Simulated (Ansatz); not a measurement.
Consider the ligand exchange at the Si–C bond: `[SiH3]C1=CN1` + `CS[SiH2]O` → `CS[SiH2]O[SiH3]` + `C1=CN1`.

Isolated molecules relaxed with PBE0-D4/def2-TZVP in Ansatz; ΔE leaves out vibrations. CBS: MP2 limit from def2 TZ/QZ plus the TZ coupled-cluster correction, frozen cores. Each species was taken in one conformer, which may not be the lowest.

```csv
species,CCSD(T)/CBS(def2) energy (Eh)
`[SiH3]C1=CN1`,-422.75844
`CS[SiH2]O`,-803.76359
`CS[SiH2]O[SiH3]`,-1094.08326
`C1=CN1`,-132.46664
```

(1) Work out ΔE.

Largest T1 diagnostic among the species: 0.012.

## Answers

(1) ΔE = (-1094.08326) + (-132.46664) − (-422.75844) − (-803.76359) = -0.02787 Eh = -73.2 kJ/mol.

In def2-TZVPP, CCSD(T) changes the Hartree–Fock value by +14.6 kJ/mol (the triples alone add +3.3 kJ/mol) and MP2 by +15.9 kJ/mol. From PBE to PBE0 (25 % exact exchange), in def2-TZVPP and without D4, ΔE moves by −8.1 kJ/mol. The D4 term adds −5.4 kJ/mol with B3LYP and −3.3 kJ/mol with PBE0; it sums over pairs of atoms, weighted by their polarisabilities, and B3LYP, whose exchange is more repulsive, gets the larger term.

B3LYP here is the variant with VWN-RPA as its local correlation; programs differ in this.
